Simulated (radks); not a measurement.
Results of a calculation; reference values are marked as such.
Ru12+, configuration [Ar] 3d9 4s2 4p3 (not the ground configuration). Level of theory: scalar-relativistic Kohn-Sham, PBE, spin-polarised, spherical densities, finite nucleus; open shells are filled with parallel spins first (spin-orbit coupling, left out, can overturn this in heavy ions); Fermi nuclear charge, rms radius 4.4809 fm (a radial shooting solver on a logarithmic mesh with Libxc functionals).

Normalised radial functions P(r) = r R(r), r in bohr:

| r | 3d up | 4s up | 4s down |
|---|---|---|---|
| 0.003528 | 0.0001 | 0.1330 | 0.1333 |
| 0.003977 | 0.0002 | 0.1458 | 0.1461 |
| 0.004521 | 0.0002 | 0.1603 | 0.1607 |
| 0.005138 | 0.0003 | 0.1756 | 0.1760 |
| 0.005793 | 0.0004 | 0.1905 | 0.1909 |
| 0.006584 | 0.0006 | 0.2068 | 0.2072 |
| 0.007483 | 0.0009 | 0.2231 | 0.2235 |
| 0.008437 | 0.0013 | 0.2380 | 0.2385 |
| 0.009589 | 0.0018 | 0.2530 | 0.2535 |
| 0.01081 | 0.0026 | 0.2656 | 0.2661 |
| 0.01229 | 0.0036 | 0.2766 | 0.2771 |
| 0.01397 | 0.0052 | 0.2840 | 0.2845 |
| 0.01575 | 0.0072 | 0.2866 | 0.2872 |
| 0.0179 | 0.0102 | 0.2835 | 0.2840 |
| 0.02034 | 0.0143 | 0.2727 | 0.2732 |
| 0.02293 | 0.0197 | 0.2542 | 0.2546 |
| 0.02607 | 0.0276 | 0.2241 | 0.2245 |
| 0.02963 | 0.0383 | 0.1821 | 0.1824 |
| 0.0334 | 0.0519 | 0.1311 | 0.1313 |
| 0.03796 | 0.0713 | 0.0642 | 0.0643 |
| 0.0428 | 0.0954 | -0.0094 | -0.0095 |
| 0.04865 | 0.1291 | -0.0974 | -0.0976 |
| 0.05529 | 0.1730 | -0.1911 | -0.1915 |
| 0.06234 | 0.2254 | -0.2787 | -0.2793 |
| 0.07085 | 0.2955 | -0.3642 | -0.3649 |
| 0.08053 | 0.3825 | -0.4317 | -0.4326 |
| 0.0908 | 0.4807 | -0.4687 | -0.4696 |
| 0.1032 | 0.6038 | -0.4696 | -0.4704 |
| 0.1164 | 0.7358 | -0.4262 | -0.4267 |
| 0.1322 | 0.8915 | -0.3275 | -0.3277 |
| 0.1503 | 1.0572 | -0.1759 | -0.1756 |
| 0.1695 | 1.2142 | 0.0058 | 0.0065 |
| 0.1926 | 1.3730 | 0.2235 | 0.2246 |
| 0.2189 | 1.5098 | 0.4376 | 0.4392 |
| 0.2468 | 1.6055 | 0.6040 | 0.6057 |
| 0.2805 | 1.6597 | 0.7098 | 0.7114 |
| 0.3188 | 1.6545 | 0.7110 | 0.7120 |
| 0.3595 | 1.5913 | 0.6009 | 0.6010 |
| 0.4086 | 1.4643 | 0.3663 | 0.3651 |
| 0.4606 | 1.2982 | 0.0575 | 0.0547 |
| 0.5236 | 1.0866 | -0.3239 | -0.3283 |
| 0.595 | 0.8599 | -0.7013 | -0.7059 |
| 0.6709 | 0.6530 | -0.9964 | -0.9992 |
| 0.7625 | 0.4559 | -1.2000 | -1.1986 |
| 0.8667 | 0.2947 | -1.2591 | -1.2536 |
| 0.9771 | 0.1806 | -1.1831 | -1.1766 |
| 1.111 | 0.0971 | -0.9926 | -0.9894 |
| 1.262 | 0.0465 | -0.7437 | -0.7460 |
| 1.423 | 0.0207 | -0.5101 | -0.5166 |
| 1.617 | 0.0076 | -0.3027 | -0.3099 |
| 1.824 | 0.0026 | -0.1640 | -0.1698 |
| 2.073 | 0.0007 | -0.0736 | -0.0772 |
| 2.356 | 0.0001 | -0.0279 | -0.0297 |
| 2.656 | 0.0000 | -0.0094 | -0.0103 |
| 3.019 | 0.0000 | -0.0024 | -0.0027 |

3d up: eigenvalue -544.06 eV, 0 radial nodes, <r> = 0.373 bohr, 90 % of the charge inside 0.589 bohr. 4s up: eigenvalue -302.28 eV, 3 radial nodes at r = 0.0422, 0.169, 0.470 bohr, <r> = 0.902 bohr, 90 % of the charge inside 1.28 bohr. 4s down: eigenvalue -295.29 eV, 3 radial nodes at r = 0.0422, 0.169, 0.469 bohr, <r> = 0.903 bohr, 90 % of the charge inside 1.29 bohr.
